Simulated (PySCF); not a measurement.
Isomers of C6H10Cl2, one GFN2-xTB conformer each. Single-point energies are computed at PBE0/pcSseg-1 (PySCF, gas phase, no added dispersion term), electronic only.

**Question.** Rank them by PBE0/pcSseg-1 energy, lowest first (kJ/mol).
A. `[Cl:1][CH:2]([Cl:3])[CH:4]1[CH2:5][CH2:6][CH2:7][CH2:8]1` with Cl1–C2–C4–C5 179°, C2–C4–C5–C6 -157°, C4–C5–C6–C7 42°, C5–C6–C7–C8 -33°, C6–C7–C8–C4 11°
B. `[CH3:1]/[CH:2]=[C:3](/[CH3:4])[CH2:5][CH:6]([Cl:7])[Cl:8]` with C2–C3–C5–C6 75°, C3–C5–C6–Cl7 -174°
C. `[CH3:1]/[CH:2]=[C:3](\[CH3:4])[C@H:5]([Cl:6])[CH2:7][Cl:8]` with C2–C3–C5–Cl6 -115°, C3–C5–C7–Cl8 -61°

**Answer.** A (0.0), C (48.7), B (63.7).

As drawn, the highest has a C=C bond outside aromatic rings, which the lowest lacks. GFN2-xTB itself gives, in the same order: 0.0, 91.7, 96.0. Both levels put the same isomer lowest; measured from each level's own lowest isomer, the values differ by up to 43.0 kJ/mol (C/C=C(\C)[C@H](Cl)CCl: 91.7 against 48.7).

**Question.** Which frontier levels, dipoles and rotational constants go with these structures?

**Answer.** 
```tsv
SMILES	HOMO (eV, PBE0/pcSseg-1)	LUMO (eV)	dipole (D)	A, B, C (MHz)
ClC(Cl)C1CCCC1	-8.49	0.27	2.60	2217, 957.2, 697.8
C/C=C(\C)[C@H](Cl)CCl	-7.23	-0.22	1.10	1269, 1173, 719.9
C/C=C(/C)CC(Cl)Cl	-7.14	-0.13	2.40	1784, 920.9, 728.5
```
